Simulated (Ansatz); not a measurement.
(Br2Ga-mu-SH)2 (Ga₂H₂S₂Br₄). The state is a singlet with charge 0. Geometry r2SCAN-D4/def2-SVP, basis def2-TZVP, Ansatz.

```json
{"run": "A", "HOMO (eV)": "-7.30", "LUMO (eV)": "-2.81"}
{"run": "B", "HOMO (eV)": "-7.72", "LUMO (eV)": "-2.53"}
{"run": "C", "HOMO (eV)": "-9.84", "LUMO (eV)": "-0.97"}
{"run": "D", "HOMO (eV)": "-8.11", "LUMO (eV)": "-2.32"}
{"run": "E", "HOMO (eV)": "-8.57", "LUMO (eV)": "-1.94"}
{"run": "F", "HOMO (eV)": "-7.66", "LUMO (eV)": "-2.63"}
```

Q: The runs used B97M-V, CAM-B3LYP, PBE, PBE0, r2SCAN, r2SCANh. Estimate which is which.

A: A PBE (0 % exact exchange); B B97M-V (0 % exact exchange); C CAM-B3LYP (range-separated); D r2SCANh (10 % exact exchange); E PBE0 (25 % exact exchange); F r2SCAN (0 % exact exchange). Exact exchange lowers occupied and raises empty levels; among semilocal functionals meta-GGAs tend to open the gap a little, and such runs are hard to tell apart. The gap grows from 4.49 eV (PBE) to 8.87 eV (CAM-B3LYP).
